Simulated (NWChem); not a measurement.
Molecule: C$_{3}$H$_{3}$ClF$_{2}$; SMILES F[C@@H]1C[C@@]1(F)Cl

```xyz
9

F      0.0316    -2.1476    -0.6217
C      0.6613    -1.0037    -0.2314
C      0.5287    -0.5928     1.2260
C     -0.2062     0.1487     0.1515
F     -1.5442    -0.0310     0.0747
Cl     0.2657     1.8033    -0.2863
H      1.5939    -0.8304    -0.7618
H      1.3755    -0.1290     1.7227
H     -0.0947    -1.2358     1.8425
```
Atoms are numbered in this order, from 1.

All runs use the structure optimised with B3LYP/6-31G* (spherical d).

Q: Give the principal values of the shielding tensors (ppm) of F1, C2, C3, C4, F5 from B3LYP/6-31G* (spherical d), GIAO (NWChem), with their diamagnetic and paramagnetic parts as GIAO splits them.

A: 
```tsv
atom	σ11	σ22	σ33	isotropic	diamagnetic	paramagnetic
F1	384.2	398.2	442.6	408.3	473.5	-65.2
C2	73.6	93.9	184.0	117.2	245.5	-128.3
C3	140.7	161.5	197.6	166.6	254.0	-87.4
C4	60.8	76.7	140.1	92.6	247.1	-154.6
F5	256.1	330.1	456.3	347.5	474.4	-126.9
```
